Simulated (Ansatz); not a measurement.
A run for Ansatz (a program for electronic structure): R-CCSD(T)/def2-SVP on BH2I (SMILES BI), a point of a bond scan (R = 1.183 Å). Elements past Kr take the def2 small-core potentials; no spin–orbit coupling. The run froze 10 orbitals, filled d shells among them.

Ansatz 0.2 input:
```yaml
crystal:
  periodic: [false, false, false]
  atoms:
    - {symbol: B, position_ang: [-1.00687273, -1.52824232, 0.26334221]}
    - {symbol: H, position_ang: [-0.62513249, -2.30507998, 1.06916428]}
    - {symbol: H, position_ang: [-1.98651595, -1.65890826, -0.38610151]}
    - {symbol: I, position_ang: [0.14426438, 0.21896603, -0.03773158]}
basis:
  gaussian:
    orbitals: def2-SVP
    pivot_positions_ang: [[-1.00687273, -1.52824232, 0.26334221], [-0.62513249, -2.30507998, 1.06916428], [-1.98651595, -1.65890826, -0.38610151], [0.14426438, 0.21896603, -0.03773158]]
magnetization: {spin_polarized: false}
correlation: {method: ccsd_t, electrons: outside_noble_gas}
scf: {lower_state_search: off}
output: {orbitals: {seedname: ./end}}
```

**Question.** Give the final energy of this run.

**Answer.** -322.7000 hartree (reference determinant -322.4845, T1 diagnostic 0.018).
